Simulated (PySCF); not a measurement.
**Xe (xenon, neutral) across methods**

[Kr] 4d10 5s1 5p6 6s1, high-spin 3S determinant (an excited configuration). Calculation: PySCF 2.14, in aug-cc-pVTZ-PP with one added diffuse shell each of d, f type with ECP28MDF (6s5p5d3f, 67 functions); a scalar-relativistic core potential.

```json
{"method": "UHF", "E (hartree)": "-327.44250", "mean ε 5p α (eV)": "-17.399", "mean ε 5p β (eV)": "-14.312", "mean ε 6s α (eV)": "-3.099", "Σ⟨r²⟩ (bohr²)": "79.47", "⟨S²⟩": "2.008"}
{"method": "PBEsol", "E (hartree)": "-328.2749", "mean ε 5p α (eV)": "-12.425", "mean ε 5p β (eV)": "-11.648", "mean ε 6s α (eV)": "-1.894", "Σ⟨r²⟩ (bohr²)": "77.45", "⟨S²⟩": "2.000"}
{"method": "PBE", "E (hartree)": "-328.5774", "mean ε 5p α (eV)": "-12.404", "mean ε 5p β (eV)": "-11.601", "mean ε 6s α (eV)": "-1.836", "Σ⟨r²⟩ (bohr²)": "77.50", "⟨S²⟩": "2.000"}
{"method": "M06", "E (hartree)": "-328.6335", "mean ε 5p α (eV)": "-13.502", "mean ε 5p β (eV)": "-12.238", "mean ε 6s α (eV)": "-2.065", "Σ⟨r²⟩ (bohr²)": "77.20", "⟨S²⟩": "2.002"}
{"method": "PW91", "E (hartree)": "-328.6923", "mean ε 5p α (eV)": "-12.446", "mean ε 5p β (eV)": "-11.660", "mean ε 6s α (eV)": "-1.877", "Σ⟨r²⟩ (bohr²)": "77.38", "⟨S²⟩": "2.000"}
{"method": "r2SCAN", "E (hartree)": "-328.6941", "mean ε 5p α (eV)": "-12.979", "mean ε 5p β (eV)": "-11.942", "mean ε 6s α (eV)": "-1.896", "Σ⟨r²⟩ (bohr²)": "78.08", "⟨S²⟩": "2.003"}
{"method": "LDA", "E (hartree)": "-328.1477", "mean ε 5p α (eV)": "-12.495", "mean ε 5p β (eV)": "-11.795", "mean ε 6s α (eV)": "-1.957", "Σ⟨r²⟩ (bohr²)": "77.08", "⟨S²⟩": "2.000"}
{"method": "B97-3", "E (hartree)": "-328.6293", "mean ε 5p α (eV)": "-13.957", "mean ε 5p β (eV)": "-12.633", "mean ε 6s α (eV)": "-2.135", "Σ⟨r²⟩ (bohr²)": "78.04", "⟨S²⟩": "2.004"}
{"method": "PBE0", "E (hartree)": "-328.5817", "mean ε 5p α (eV)": "-13.894", "mean ε 5p β (eV)": "-12.592", "mean ε 6s α (eV)": "-2.272", "Σ⟨r²⟩ (bohr²)": "77.77", "⟨S²⟩": "2.001"}
```

Energies and moments cover only the electrons outside the core potential. The outer electron is Rydberg-like, and this basis confines it to a smaller radius and binds it less than a complete one would.
